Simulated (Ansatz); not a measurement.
Relaxation of F$_{3}$GeH$_{3}$ (7 atoms, charge 0, multiplicity 1), to a largest force component of 0.03 eV/Å in at most 50 steps.

Computed with RKS PBE0-D4/def2-SVP (Ansatz 0.2.0).

```xyz
7
Properties=species:S:1:pos:R:3
Ge 0.170 0.052 -0.071
H 0.123 -0.049 1.469
F 1.841 0.029 -0.522
H -0.478 1.236 -0.774
F -0.469 -1.416 -0.717
F -2.326 0.206 1.354
H -1.687 -0.164 1.908
```

Problem. Where does it end, and by what steps?

Solution. The run converged. After 17 steps the energy has fallen by 0.332 eV; H7 moved furthest, 1.05 Å.

```tsv
step	energy less start (eV)	largest force component (eV/Å)	accepted
0	0.0000	0.210	yes
1	-0.0118	1.291	yes
2	-0.0366	1.539	yes
3	-0.0821	0.810	yes
4	-0.0989	0.594	yes
5	-0.0872	1.832	no
6	-0.1198	0.320	yes
7	-0.1328	0.638	yes
8	-0.1645	0.517	yes
9	-0.1645	2.228	no
10	-0.1878	0.710	yes
11	-0.2157	0.694	yes
12	-0.2605	0.604	yes
13	-0.2605	1.986	yes
14	-0.3128	0.552	yes
15	-0.3291	0.139	yes
16	-0.3316	0.073	yes
17	-0.3320	0.005	yes
```

```xyz
7
Properties=species:S:1:pos:R:3
Ge 0.240 0.187 0.105
H 0.748 0.304 1.536
F 1.591 -0.258 -0.880
H -0.481 1.322 -0.608
F -0.771 -1.254 0.000
F -2.138 0.200 1.475
H -2.013 -0.607 1.019
```

Whether the end is a true minimum wasn't checked by a vibrational analysis.

Run time: 37 s on 2 threads of Arm Neoverse V1 (shared host), peak memory 0.18 GiB.
